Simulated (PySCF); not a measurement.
This PySCF input asks for the NMR shieldings of SMILES [H]/N=C1\[C@H]([SiH2]C)C[C@]1(F)CF, C6H11F2NSi; the geometry comes from GFN2-xTB.

```python
import basis_set_exchange as bse
import numpy as np
from pyscf import gto, dft
from pyscf.prop import nmr

atoms = """
C     1.843510    0.003130    1.588681
Si    1.984388   -0.819359   -0.107059
C     0.374652   -0.580403   -1.113896
C    -0.164348    0.852543   -1.319246
C    -1.496175    0.446518   -0.661961
F    -2.546521    0.428266   -1.563832
C    -1.993876    1.228130    0.550692
F    -0.971038    1.466672    1.427025
C    -0.906318   -0.930615   -0.410177
N    -1.405419   -1.883348    0.223174
H     2.740749   -0.166973    2.176385
H     1.702975    1.077228    1.506566
H     0.998749   -0.386558    2.150520
H     3.068923   -0.237061   -0.905159
H     2.184799   -2.268740    0.026661
H     0.465553   -1.129716   -2.052111
H    -0.280915    1.162336   -2.355470
H     0.366057    1.623650   -0.765610
H    -2.758259    0.648574    1.076900
H    -2.391378    2.199212    0.236547
H    -0.825027   -2.716545    0.290899
"""
names = dict.fromkeys(["C", "Si", "F", "N", "H"], "pcSseg-1")
basis = {el: gto.basis.parse(bse.get_basis(n, elements=[el], fmt="nwchem")) for el, n in names.items()}
mol = gto.M(atom=atoms, basis=basis, charge=0, verbose=0)
mf = dft.RKS(mol, xc="PBE0")
mf.grids.level = 2
mf.grids.alignment = dft.numint.BLKSIZE   # the property module wants whole blocks of grid points
mf.conv_tol = 1e-9
mf.kernel()

calc = nmr.RKS(mf)   # GIAO
C = mf.mo_coeff
Co = C[:, mf.mo_occ > 0]
resp = mf.gen_response(singlet=True, hermi=2)
def vind(x):   # induced exchange potential for any number of trial vectors
    d = np.einsum("pi,xij,qj->xpq", C, 2 * x.reshape(-1, C.shape[1], Co.shape[1]), Co, optimize=True)
    return np.einsum("xpq,pi,qj->xij", resp(d - d.transpose(0, 2, 1)), C, Co, optimize=True).ravel()
mo1, _ = nmr.rhf.solve_mo1(calc, with_cphf=vind)
sigma = calc.kernel(mo1)
for i, s in enumerate(sigma):   # ppm
    print("%2d %-2s %9.2f" % (i, mol.atom_pure_symbol(i), np.trace(s) / 3))
```

Question: Give the expected output.

Answer: 
```
 0 C     197.11
 1 Si    394.17
 2 C     151.65
 3 C     159.80
 4 C      83.54
 5 F     359.11
 6 C     101.72
 7 F     432.18
 8 C       0.51
 9 N     -85.51
10 H      31.80
11 H      31.44
12 H      31.51
13 H      27.62
14 H      27.45
15 H      28.68
16 H      29.24
17 H      29.32
18 H      26.50
19 H      27.13
20 H      20.45
```

These numbers come from an equivalent density-fitted implementation of the same equations, which agrees with the script to about 0.01 ppm for H and up to a few tenths of a ppm for heavy atoms, so last digits may differ.

Question: Turn these shieldings into chemical shifts. References, each an isolated molecule treated in the same way: $^{13}$C (σ = 186.93 ppm) and $^{29}$Si (σ = 349.16 ppm) and $^{1}$H (σ = 31.72 ppm) vs TMS; $^{19}$F (σ = 170.95 ppm) against CFCl3; $^{15}$N (σ = 267.73 ppm) against NH3.

Answer: Averaging equivalent atoms: C 8: 186.4; C 4: 103.4; C 6: 85.2; C 2: 35.3; C 3: 27.1; C 0: -10.2; Si 1: -45.0; F 5: -188.2; F 7: -261.2; N 9: 353.2; H 20: 11.26; H 18: 5.22; H 19: 4.58; H 14: 4.26; H 13: 4.10; H 15: 3.04; H 16: 2.47; H 17: 2.40; H 10/11/12: 0.13 ppm. Unscaled 19F shifts against computed CFCl3 carry errors that often reach 10 to 50 ppm. Experimental scales use liquid or dissolved standards, which lie at an offset from isolated NH3 (liquid NH3: subtract about 20 ppm). Unscaled 15N shifts of sp2 nitrogen come out 20 to 40 ppm too high even then.

Size and cost of the density-fitted run: 232 basis functions, 74 s wall time on 1 thread of an Arm Neoverse V1, shared host; peak memory 1.1 GiB.
